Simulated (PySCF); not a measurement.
Se(I)(OMe) (CH3IOSe), SMILES CO[Se]I.

Geometry: B3LYP-D3(BJ)/def2-SVP. The def2 effective core potentials stand for the cores of I; spin–orbit coupling is left out. Other conformers were not sampled.

Level of theory: B3LYP-D3(BJ)/def2-SVP run with PySCF.

Frequencies are harmonic and unscaled.

Computed vibrational spectrum:
```
mode  ν (cm⁻¹)  IR (km/mol)  Raman (Å⁴/amu)  depolarisation  moving atoms (share of kinetic energy)
----  --------  -----------  --------------  --------------  --------------------------------------
1           88          2.0             3.9            0.61         C 49 %, H 23 %, I 15 %, Se 13 %
2          137          0.5             1.2            0.53                          H 75 %, O 17 %
3          208          0.9             8.8            0.23         I 28 %, O 26 %, Se 26 %, H 19 %
4          248         18.1             4.0            0.36         Se 40 %, O 34 %, H 13 %, I 11 %
5          328          2.4             2.7            0.17         C 36 %, O 25 %, H 23 %, Se 17 %
6          608         57.8            15.5            0.28                         O 70 %, Se 17 %
7         1050        118.3             4.8            0.46                          O 50 %, C 45 %
8         1163          2.2             4.8            0.70                          H 76 %, C 18 %
9         1179          3.3             2.1            0.61                          H 72 %, C 21 %
10        1445          6.4             8.0            0.71                           H 91 %, C 9 %
11        1452         13.6            16.9            0.75                                  H 94 %
12        1474         14.7            13.9            0.75                                  H 95 %
13        3004         43.6           149.9            0.04                                  H 98 %
14        3088         26.1            48.2            0.58                          H 90 %, C 10 %
15        3126         11.3           161.7            0.53                          H 90 %, C 10 %
```
